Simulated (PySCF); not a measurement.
Job for PySCF: R-HF/STO-3G on AsBF2H2 (SMILES FB(F)[AsH2]), a point of a torsion scan.

```python
from pyscf import gto, scf, dft, mp
from pyscf.data.elements import chemcore

mol = gto.M(
    atom='''
    F    -1.57248619   -1.06946391    0.41768712
    B    -0.84449990   -0.03794475    0.04056608
    F    -1.52024070    0.84352672   -0.67162542
    As    1.12531816    0.18291327    0.45545947
    H     1.18785601   -1.12034647    1.19620303
    H     1.48395551   -0.52806127   -0.81745593
    ''',
    basis='sto-3g',
    charge=0, spin=0, verbose=3, max_memory=1800)
mf = scf.RHF(mol)
mf.conv_tol = 1e-8
mf.max_cycle = 100
mf.kernel()
if not mf.converged:
    mf = mf.newton().run(mf.mo_coeff, mf.mo_occ)
```

Problem. What total energy does the run end on?

Solution. -2431.0188 hartree.
